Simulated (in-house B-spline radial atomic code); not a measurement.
A fraction x of an electron is removed from 3d in the cobalt ion Co⁵⁺, starting from [Ar] 3d4 and keeping the highest spin. Level of theory: non-relativistic LC-wPBE, spin-polarised, spherical fractional occupations, point nucleus; calculated with an all-electron radial atomic-structure program (B-spline basis).

Caution: exact exchange at fractional occupations of open shells leaves self-interaction of up to several eV.

```json
{"x": "0", "E(x) - E(0) (eV)": "0.0000", "3d up level (eV)": "-95.170"}
{"x": "0.04", "E(x) - E(0) (eV)": "3.8243", "3d up level (eV)": "-96.047"}
{"x": "0.25", "E(x) - E(0) (eV)": "24.4811", "3d up level (eV)": "-100.698"}
{"x": "0.31", "E(x) - E(0) (eV)": "30.5635", "3d up level (eV)": "-102.042"}
{"x": "0.44", "E(x) - E(0) (eV)": "44.0193", "3d up level (eV)": "-104.975"}
{"x": "0.5", "E(x) - E(0) (eV)": "50.3587", "3d up level (eV)": "-106.339"}
{"x": "0.71", "E(x) - E(0) (eV)": "73.1954", "3d up level (eV)": "-111.163"}
{"x": "0.82", "E(x) - E(0) (eV)": "85.5639", "3d up level (eV)": "-113.721"}
{"x": "0.93", "E(x) - E(0) (eV)": "98.2148", "3d up level (eV)": "-116.299"}
{"x": "1", "E(x) - E(0) (eV)": "106.4135", "3d up level (eV)": "-117.951"}
```

The exact functional would give a straight line between the two integer points. Deviations E(x) - E(0) - x[E(1) - E(0)], in eV: -0.432 at x = 0.04, -2.122 at x = 0.25, -2.425 at x = 0.31, -2.803 at x = 0.44, -2.848 at x = 0.5, -2.358 at x = 0.71, -1.695 at x = 0.82, -0.75 at x = 0.93.

The curve lies below the straight line by up to 2.848 eV (at x = 0.5): convex, the delocalisation error, to which spherically averaged exact exchange adds.

(1) How well does Slater's transition state (minus the level at half occupation) give the ionisation energy?

Answers

(1) It gives 106.339 eV against 106.413 eV from the two total energies; NIST lists 102.00 eV, ground level to ground level. The end point has an open shell averaged over its orbitals, so its exact exchange keeps a self-interaction and this is no true integer point.
